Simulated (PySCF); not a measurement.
# [Sm(H2O)2]3+: from a saddle point downhill

PySCF 2.14.0, RKS PBE0, Sm lcecp-1-SVP with ECP51, O def2-SVP, H def2-SVP; non-relativistic Hamiltonian with scalar-relativistic core potentials where named; density fitting; no spin-orbit coupling. Relaxed within the symmetry of its start, the geometry (D2d) is

```xyz
7

Sm    0.0000    0.0000    0.0000
O     0.0000    0.0000    2.3076
H     0.5448    0.5448    2.9322
H    -0.5448   -0.5448    2.9322
O     0.0000    0.0000   -2.3076
H     0.5448   -0.5448   -2.9322
H    -0.5448    0.5448   -2.9322
```

and its lowest harmonic modes are -66, -66, 144, 410, 410, 640 cm⁻¹ (negative: unstable). It was moved along the lowest mode and relaxed again.

Task: Where does it end, and how much lower?

Result: In C1, 0.214 eV lower, after 25 steps:
```xyz
7

Sm   -0.7125    0.9225    0.0230
O     0.1339   -0.1615    1.8301
H     0.8670    0.1270    2.4354
H    -0.1620   -1.0162    2.2395
O     0.0643   -0.1184   -1.8356
H     0.6822   -0.8918   -1.9053
H    -0.1267    0.0935   -2.7872
```

Task: How do the contacts change?

Result: 
```csv
contact,saddle (Å),end (Å)
Sm1–O2 (H2O),2.308,2.271
Sm1–O5 (H2O),2.308,2.267
```


Task: Is the end a minimum?

Result: Probably not: 1 of the modes stay unstable (below −25 cm⁻¹), though so soft as to be near the noise; lowest modes -41, 69, 154, 426, 429, 647 cm⁻¹.

An lcecp potential fixes the number of 4f electrons, so in runs with it no electron can move into or out of that shell.

State: singlet in the valence, with the 4f electrons in the core potential.
